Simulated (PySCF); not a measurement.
# How methods differ on the ionisation energy of Sn²⁶⁺

Sn²⁶⁺ [Ar] 3d6 [3d3/2^4 3d5/2^2, M_J = 4] → Sn²⁷⁺ [Ar] 3d5 [3d3/2^4 3d5/2^1, M_J = 5/2], as a difference of total energies. Computed with PySCF 2.14 in an even-tempered Gaussian basis (16 s from 3.7 bohr⁻², ratio 2.8; 12 p from 4.8 bohr⁻², ratio 2.8; 8 d from 4.8 bohr⁻², ratio 2.8; 3 f from 18 bohr⁻², ratio 3), with the two-component X2C-1e Hamiltonian. Correlated levels: [Ne] frozen; the 74 highest virtual spinors dropped. "Screened" scales the spin-orbit matrix elements by Boettger's factors to mimic the two-electron term; Breit and QED terms are absent.

```json
{"method": "GHF (spin-free)", "ionisation energy (eV)": "1417.8"}
{"method": "GMP2 (spin-free)", "ionisation energy (eV)": "1418.9"}
```

Breit and QED terms and the two-electron picture change are absent.

The spin-free rows relax to the high-spin LS determinant and lack the spin-orbit shift.

The labels give the starting determinants; with spin-orbit coupling the two ends relaxed to ⟨J²⟩ = 20.03, ⟨L²⟩ = 7.57, ⟨S²⟩ = 5.08.

For comparison: 1421 ± 4 eV (theoretical estimate listed by NIST; NIST Atomic Spectra Database, ionization energies).
